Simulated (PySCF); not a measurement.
## From computed data to an observable: dipole moment from atomic charges

SiH₃Cl, SMILES Cl[SiH3]. Atoms are numbered in the order given.

```xyz
5

Si     0.0000     0.0000    -0.9919
Cl     0.0000     0.0000     1.0744
H      1.2122     0.6999    -1.4596
H     -1.2122     0.6999    -1.4596
H      0.0000    -1.3997    -1.4596
```
Charge 0, spin multiplicity 1.

Coordinates come from a B3LYP-D3(BJ)/def2-TZVP optimisation. The isomer is the one that the SMILES or the coordinates give; other isomers of the formula were not compared.

Charges (e) from PySCF with PBE0/def2-TZVPD:

```csv
atom,ESP fit,IAO
Si1,0.126,0.683
Cl2,-0.135,-0.326
H3,0.003,-0.119
H4,0.003,-0.119
H5,0.002,-0.119
```

The dipole moment of the full density is 1.35 D.

Q: What dipole moment does each set of point charges give, and which comes closer to that of the density?

A: 
μ = Σ q r, and 1 e Å = 4.8032 D.
ESP fit: Σ q r = (0.000, 0.001, -0.282) e Å, |μ| = 1.35 D.
IAO: Σ q r = (0.000, 0.000, -0.507) e Å, |μ| = 2.43 D.
ESP fit comes closer in size. Point charges leave out the atoms' own dipoles (lone pairs, polarised bonds); fits to the potential absorb them, partitions of the density don't.
